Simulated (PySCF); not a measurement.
Compound: C4H10O2SSi2.
Geometry (GFN2-xTB, Å), atoms numbered from 1 in this order:
```
atom  x, y, z in Å
C1     2.6430   -1.5131   -0.0310
S2     2.5543   -0.0966    1.1277
Si3    1.2366    1.2052    0.0964
C4    -0.5872    1.2484    0.7068
C5    -1.2872    2.5154    0.6763
O6    -1.8092    3.0609    1.6178
C7    -0.3545    0.4849   -0.6087
O8    -0.5475   -0.8831   -0.5655
Si9   -1.9370   -1.7263   -0.4244
H10    1.6405   -1.8233   -0.3015
H11    3.1532   -2.3070    0.5037
H12    3.2134   -1.2272   -0.9079
H13    1.8011    2.4061   -0.4797
H14   -0.8097    0.6302    1.5700
H15   -1.2822    2.9962   -0.3269
H16   -0.8296    0.9462   -1.4731
H17   -1.3523   -3.0583   -0.4480
H18   -2.8166   -1.4378   -1.5586
H19   -2.6390   -1.4116    0.8190
```

NICS is the negative of the GIAO shielding at a point without a nucleus: at the ring centre (0) and 1 Å above and below it (1); zz is the component along the ring normal. Level: GIAO PBE0/pcSseg-1 (PySCF, non-relativistic, gas phase) on the GFN2-xTB geometry, one conformer.

Ring bond lengths (Å), with Mayer bond orders in brackets: Si3–C4 1.924 (0.79), C4–C7 1.539 (0.82), C7–Si3 1.884 (0.90).

What do the NICS probes read (ppm)?

```tsv
ring	type	NICS(0)	NICS(1), two faces	NICS(1)zz, two faces	rms pucker (Å)	centre to ring atoms, mean (Å)
Si3–C4–C7	3-membered ring with Si; formal bonds all single	-21.1	-5.2 / -7.8	-8.7 / -19.3	0.00	1.03
```

What can be read from them?

- Si3–C4–C7: mean NICS(1)zz -14.0 ppm, shielded. Si3, C4, C7 have four or more neighbours, and the NICS criterion for π rings isn't applied. The two faces differ by 10.6 ppm, so no symmetry operation interchanges them. NICS(0) lies 15 ppm below the mean NICS(1).

How shielded are the nuclei of the rings and their hydrogens (means over atoms taken as equivalent)?

```
atoms                  environment  σ isotropic (ppm)  principal values of the symmetric part, first atom (ppm)
  Si3                  SiH silicon              436.7                                       322.3, 355.5, 632.3
   C4  sp3 carbon bound to silicon              140.7                                        90.7, 129.6, 201.8
   C7   sp3 carbon bound to oxygen              123.8                                        83.5, 108.0, 180.0
  H13                Si–H hydrogen              27.48                                          21.5, 25.0, 35.9
  H14             methine hydrogen              29.07                                          26.3, 28.4, 32.5
  H16             methine hydrogen              27.01                                          22.4, 26.4, 32.3
```
